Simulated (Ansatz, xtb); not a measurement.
## Two structures of GaH6NSi

Structure a is a singlet given by its coordinates and structure b is `N[SiH2][GaH2]`, a singlet. Both are isolated molecules in the gas phase, relaxed with r2SCAN-D4/def2-SVP; the shapes shown needn't be the lowest conformers.

a (Å):

```yaml
atoms:
  - { symbol: Ga, position_ang: [-1.0729, -0.7058, 1.9703] }
  - { symbol: N, position_ang: [-0.5439, -0.8557, -0.1335] }
  - { symbol: Si, position_ang: [1.0132, -0.7357, 0.8936] }
  - { symbol: H, position_ang: [-0.7689, -0.0782, -0.7542] }
  - { symbol: H, position_ang: [-0.7264, -1.7305, -0.6254] }
  - { symbol: H, position_ang: [1.8247, -1.9509, 0.5661] }
  - { symbol: H, position_ang: [1.7625, 0.4545, 0.3792] }
  - { symbol: H, position_ang: [-1.7558, 0.6832, 2.1543] }
  - { symbol: H, position_ang: [-1.6849, -2.0827, 2.3693] }
```

Close contacts (Å): Ga1–N2 2.17, Ga1–Si3 2.35, N2–Si3 1.87, Ga1–H8 1.56, Ga1–H9 1.56, N2–H4 1.02, N2–H5 1.02, Si3–H6 1.50, Si3–H7 1.50.

b (Å):

```xyz
9

Ga   -0.1462   -1.3363   -1.0898
N    -0.9496    0.1071    1.8603
Si    0.2312    0.3317    0.5971
H     1.6832    0.2686    1.0152
H    -0.9119   -2.6663   -0.7397
H    -0.9972    0.7797    2.6215
H    -1.0947   -0.8313    2.2220
H     0.3594   -1.1792   -2.5683
H     0.0491    1.7182    0.0598
```

Energies in hartree; the thermal terms are from r2SCAN-D4/def2-SVP harmonic frequencies (ideal gas, rigid rotor, one conformer each, 298.15 K, 1 atm) and include the zero-point energy:

|  | a | b |
| --- | --- | --- |
| E, CCSD(T)/def2-TZVP | −2270.774078 | −2270.775753 |
| zero-point energy | 0.057056 | 0.055726 |
| H(298 K) − E | 0.063931 | 0.063404 |
| G(298 K) − E | 0.027977 | 0.025130 |

Problem. Work out ΔE, ΔE₀, ΔH and ΔG for a → b in kJ/mol (1 Eh = 2625.50 kJ/mol) and the equilibrium ratio [b]/[a].

Solution. 1. ΔE = −2270.775753 − (−2270.774078) = −0.001675 Eh = −4.40 kJ/mol.
2. ΔE₀ = ΔE + ΔZPE = −0.001675 + (−0.001330) Eh = −7.89 kJ/mol.
3. ΔH = ΔE + (−0.000527) Eh = −5.78 kJ/mol.
4. ΔG = ΔE + (−0.002847) Eh = −11.87 kJ/mol, so ΔS = (ΔH − ΔG)/T = +20.4 J/(mol K).
5. kT = 0.9442 mEh, so K = [b]/[a] = exp(−ΔG/kT) = exp(+4.79) ≈ 120.

Structure b is favoured at this temperature. An error of 4 kJ/mol in ΔG would change K by a factor of 5. HF/STO-3G, r2SCAN-D4/def2-SVP//GFN2-xTB, r2SCAN-D4/def2-SVP gave ΔE the other sign. Mirror images and further conformers aren't counted.

Other levels gave ΔE = −5.6 (GFN2-xTB); +98.7 (HF/STO-3G, GFN2-xTB geometries); +11.2 (r2SCAN-D4/def2-SVP//GFN2-xTB); +10.1 (r2SCAN-D4/def2-SVP); −33.3 (HF/def2-TZVP); −5.4 (MP2/def2-TZVP) kJ/mol. The correlated steps freeze 15 core orbitals; the filled d shell of Ga is correlated, in a basis made for valence electrons. Programs: Ansatz 0.2.0, xtb 6.7.1.
